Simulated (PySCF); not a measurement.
C₂H₆ClNSn, SMILES C[N](C)[Sn][Cl] (connectivity only; charge and spin as stated), neutral, multiplicity 1.

Geometry: PBE-D3(BJ)/def2-SVP. The structure was generated by enumeration; whether it is a known compound was not checked. The def2 effective core potentials stand for the cores of Sn; spin–orbit coupling is left out. The values are those of a single conformer.

All values below come from PBE-D3(BJ)/def2-SVP (PySCF).

Frequencies are harmonic and unscaled.

Problem. Give all harmonic wavenumbers and intensities. (An estimate is asked for; the answer gives what the named calculation found.)

Solution. 
```json
[
 {"mode": "1", "ν (cm⁻¹)": "81", "IR (km/mol)": "0.4", "moving atoms (share of kinetic energy)": "C 48 %, H 25 %, Cl 19 %"},
 {"mode": "2", "ν (cm⁻¹)": "130", "IR (km/mol)": "2.9", "moving atoms (share of kinetic energy)": "Cl 51 %, C 22 %, Sn 16 %, H 9 %"},
 {"mode": "3", "ν (cm⁻¹)": "197", "IR (km/mol)": "5.6", "moving atoms (share of kinetic energy)": "H 68 %, N 29 %"},
 {"mode": "4", "ν (cm⁻¹)": "236", "IR (km/mol)": "0.0", "moving atoms (share of kinetic energy)": "C 47 %, H 23 %, N 20 %"},
 {"mode": "5", "ν (cm⁻¹)": "248", "IR (km/mol)": "1.1", "moving atoms (share of kinetic energy)": "H 92 %"},
 {"mode": "6", "ν (cm⁻¹)": "295", "IR (km/mol)": "10.5", "moving atoms (share of kinetic energy)": "C 47 %, H 23 %, Sn 18 %"},
 {"mode": "7", "ν (cm⁻¹)": "295", "IR (km/mol)": "6.5", "moving atoms (share of kinetic energy)": "H 61 %, N 33 %"},
 {"mode": "8", "ν (cm⁻¹)": "330", "IR (km/mol)": "43.1", "moving atoms (share of kinetic energy)": "Cl 66 %, Sn 25 %"},
 {"mode": "9", "ν (cm⁻¹)": "505", "IR (km/mol)": "17.5", "moving atoms (share of kinetic energy)": "C 34 %, H 30 %, N 30 %"},
 {"mode": "10", "ν (cm⁻¹)": "961", "IR (km/mol)": "82.7", "moving atoms (share of kinetic energy)": "C 46 %, H 29 %, N 25 %"},
 {"mode": "11", "ν (cm⁻¹)": "1044", "IR (km/mol)": "3.8", "moving atoms (share of kinetic energy)": "H 73 %, C 25 %"},
 {"mode": "12", "ν (cm⁻¹)": "1060", "IR (km/mol)": "0.4", "moving atoms (share of kinetic energy)": "H 80 %, C 20 %"},
 {"mode": "13", "ν (cm⁻¹)": "1105", "IR (km/mol)": "4.5", "moving atoms (share of kinetic energy)": "H 69 %, C 20 %, N 12 %"},
 {"mode": "14", "ν (cm⁻¹)": "1207", "IR (km/mol)": "31.8", "moving atoms (share of kinetic energy)": "N 55 %, C 32 %, H 12 %"},
 {"mode": "15", "ν (cm⁻¹)": "1223", "IR (km/mol)": "5.3", "moving atoms (share of kinetic energy)": "H 42 %, N 33 %, C 25 %"},
 {"mode": "16", "ν (cm⁻¹)": "1371", "IR (km/mol)": "0.1", "moving atoms (share of kinetic energy)": "H 87 %, C 12 %"},
 {"mode": "17", "ν (cm⁻¹)": "1387", "IR (km/mol)": "3.2", "moving atoms (share of kinetic energy)": "H 97 %"},
 {"mode": "18", "ν (cm⁻¹)": "1395", "IR (km/mol)": "25.6", "moving atoms (share of kinetic energy)": "H 83 %, C 17 %"},
 {"mode": "19", "ν (cm⁻¹)": "1411", "IR (km/mol)": "8.7", "moving atoms (share of kinetic energy)": "H 97 %"},
 {"mode": "20", "ν (cm⁻¹)": "1415", "IR (km/mol)": "16.1", "moving atoms (share of kinetic energy)": "H 97 %"},
 {"mode": "21", "ν (cm⁻¹)": "1441", "IR (km/mol)": "1.8", "moving atoms (share of kinetic energy)": "H 96 %"},
 {"mode": "22", "ν (cm⁻¹)": "2890", "IR (km/mol)": "61.8", "moving atoms (share of kinetic energy)": "H 97 %"},
 {"mode": "23", "ν (cm⁻¹)": "2897", "IR (km/mol)": "166.0", "moving atoms (share of kinetic energy)": "H 97 %"},
 {"mode": "24", "ν (cm⁻¹)": "2944", "IR (km/mol)": "72.5", "moving atoms (share of kinetic energy)": "H 91 %, C 9 %"},
 {"mode": "25", "ν (cm⁻¹)": "2953", "IR (km/mol)": "2.4", "moving atoms (share of kinetic energy)": "H 90 %, C 10 %"},
 {"mode": "26", "ν (cm⁻¹)": "3009", "IR (km/mol)": "16.5", "moving atoms (share of kinetic energy)": "H 91 %, C 9 %"},
 {"mode": "27", "ν (cm⁻¹)": "3060", "IR (km/mol)": "1.7", "moving atoms (share of kinetic energy)": "H 91 %, C 9 %"}
]
```
